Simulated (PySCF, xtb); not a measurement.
HfI3, SMILES [I][Hf]([I])[I] (connectivity only; charge and spin as stated), neutral, multiplicity 2.

Harmonic wavenumbers (cm⁻¹) from GFN2-xTB run with xtb at its own minimum, in rising order: 21, 21, 25, 154, 228, 228.

Question: What does B3LYP-D3(BJ)/def2-SVP in PySCF 2.14.0 give at its own minimum? (The exact figures need the calculation; the answer reports its results.)

Answer: 36, 39, 39, 156, 215, 215. Paired by order, the mean absolute difference is 13 cm⁻¹ and the zero-point energies are 1.0 and 1.0 kcal/mol.
